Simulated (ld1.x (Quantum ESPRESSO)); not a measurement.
## Reading a pseudo-wave (Sr (Z = 38))

Columns: radius, all-electron u(r) and pseudo u(r) of the 4p shell (level -23.48 eV) of strontium in the configuration [Ar] 3d10 4s2 4p6 4d0 5s1.5 5p0.5; Wu–Cohen, scalar-relativistic, RRKJ scheme, ld1.x (Quantum ESPRESSO) 7.5.

```csv
r (bohr),all-electron,pseudo
0.146,0.1463,0.0273
0.292,-0.3763,0.1054
0.438,-0.3843,0.2234
0.584,-0.0728,0.3656
0.730,0.2854,0.5135
0.876,0.5728,0.6496
1.022,0.7625,0.7590
1.168,0.8632,0.8322
1.314,0.8945,0.8654
1.460,0.8771,0.8603
1.606,0.8285,0.8233
1.752,0.7621,0.7631
1.898,0.6874,0.6898
2.044,0.6108,0.6121
2.190,0.5364,0.5366
2.336,0.4666,0.4666
2.482,0.4030,0.4030
2.628,0.3461,0.3461
2.774,0.2958,0.2958
2.920,0.2521,0.2521
3.066,0.2143,0.2143
3.212,0.1818,0.1818
3.358,0.1540,0.1540
3.504,0.1303,0.1303
3.650,0.1100,0.1100
3.796,0.0928,0.0928
```

Problem. How many radial nodes do the two functions have?

Solution. The all-electron 4p function has n − l − 1 = 2; the pseudo-wave has 0, since the states of the same l below it are removed with the core.

Problem. At about which radius was the pseudo-wave matched?

Solution. 2.30 bohr, where the columns begin to agree (steps of 0.15 bohr).

Problem. Is the pseudo-wave norm-conserving?

Solution. Yes: the RRKJ scheme keeps the norm inside the radius equal to the all-electron one, which fixes the energy derivative of the logarithmic derivative at the level.
